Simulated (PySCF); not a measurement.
Relaxation of singlet Y₃Te⁺

These are results of PySCF, PBE0, basis Te def2-SVP with ECP28, Y def2-SVP with ECP28 (scalar-relativistic core potentials, no spin–orbit coupling, density fitting), not measurements. A (50,194) grid was used.

A hand-made T-shaped start, of C2v symmetry, held to at least that symmetry:

```xyz
4
charge 1 multiplicity 1, angstrom
Te    0.0000    0.0000   -0.7027
Y     0.0000    0.0000    2.2275
Y     2.9284    0.0000   -0.6004
Y    -2.9284    0.0000   -0.6004
```

Problem. What forces act on the atoms at the start (eV/Å)?

Solution. 
```csv
atom,Fx,Fy,Fz
Te1,0.00,0.00,-0.48
Y2,0.00,0.00,0.02
Y3,-0.38,0.00,0.23
Y4,0.38,0.00,0.23
```

Problem. What does it relax to?

Solution. It ends at C2v with Te–Y 2.879 Å (×2), Te–Y 3.155 Å, Y–Y 3.494 Å (×2); Te–Y–Y 51.0° (×2), Te–Y–Y 58.4° (×2), Y–Te–Y 70.6° (×2), Y–Te–Y 141.2°, Y–Y–Y 102.0° (after a last refinement on a finer grid). A frequency run shows 1 imaginary mode, down to 26i cm⁻¹, so it is at most a very flat saddle point. Other isomers or separated fragments may lie lower.

Problem. How much energy is released, and in how many steps?

Solution. 43.2 kJ/mol in 11 steps.

Stability towards spin polarisation was not tested.

The relaxation took roughly 3 core-minutes on a shared host.
